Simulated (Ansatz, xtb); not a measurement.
**A geometry optimisation of BFOZn with r2SCAN-D4/def2-SVP**

The starting geometry of this gas-phase singlet was built from a drawn formula by distance geometry and a force field; its bonds are those of `[B][O][Zn][F]`.

```
atom    x (Å)   y (Å)   z (Å)
   B   0.0486  0.4260  1.2373
   F  -1.0413  2.4628  4.1321
   O  -0.8838  0.0184  2.3297
  Zn  -1.5876  1.4290  3.1067
```

Problem. Predict what becomes of its bonds when it is optimised with r2SCAN-D4/def2-SVP.

Solution. It rearranges to `O=[B][Zn][F]`. Distances that change by over a tenth: B1–O3 (1.49 → 1.21 Å), F2–Zn4 (1.56 → 1.73 Å). Contacts that open: O3–Zn4 (1.76 → 3.18 Å). Contacts that close: B1–Zn4 (2.68 → 1.97 Å).

The energy falls by 3.64 eV over 16 steps:

| step | E − E(last) (eV) |
| --- | --- |
| 1 | 3.638 |
| 3 | 2.068 |
| 4 | 1.562 |
| 6 | 1.487 |
| 8 | 1.292 |
| 9 | 1.131 |
| 11 | 0.558 |
| 13 | 0.077 |
| 14 | 0.003 |
| 16 | 0.000 |

Final geometry (Å):

```json
{"atom": "B", "x (Å)": "-0.6782", "y (Å)": "0.2338", "z (Å)": "2.0012"}
{"atom": "F", "x (Å)": "-1.3008", "y (Å)": "3.0523", "z (Å)": "4.3229"}
{"atom": "O", "x (Å)": "-0.4761", "y (Å)": "-0.6858", "z (Å)": "1.2436"}
{"atom": "Zn", "x (Å)": "-1.0090", "y (Å)": "1.7359", "z (Å)": "3.2381"}
```

From the same start GFN2-xTB reaches the same bonding as this run.

The end wasn't checked by frequencies. Run with Ansatz 0.2.0, 20 s on 1 thread of Intel(R) Xeon(R) 6975P-C (Granite Rapids) (shared host).
